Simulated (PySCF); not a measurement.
Correlation energy of Cl(2+) (chlorine, charge +2)

[Ne] 3s1 3p3 3d1, high-spin 6D determinant (an excited configuration). All numbers are calculated (PySCF 2.14, scalar relativity by spin-free X2C-1e, in aug-cc-pVDZ-DK (5s4p2d, 27 functions)). Frozen: [Ne]; 5 electrons correlated.

| level | correlation energy (mhartree) |
| --- | --- |
| CCSD | -20.25 |
| (T) | -0.06 |
| CCSD(T) | -20.31 |
| CCSDT | -20.32 |

Diagnostics: T1 = 0.0023, D1 = 0.0070, largest double amplitude 0.034.

The outer electron is Rydberg-like, and this basis confines it to a smaller radius and binds it less than a complete one would.

Cost of the coupled-cluster step: about 0.09 core-seconds, for 5 correlated electrons.
